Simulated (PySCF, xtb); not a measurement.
AsH₃, SMILES [AsH3].

xtb 6.7.1 with GFN2-xTB at its own geometry gives an orbital gap of 6.51 eV and a dipole moment of 0.35 D.

Coordinates come from a PBE-D3(BJ)/def2-TZVPD optimisation.

Q: What does PBE/def2-TZVPD run with PySCF give? (Estimate from the structure and the level; the computed values follow.)

A: gap 6.31 eV (levels -6.79 and -0.48 eV), dipole 0.23 D.
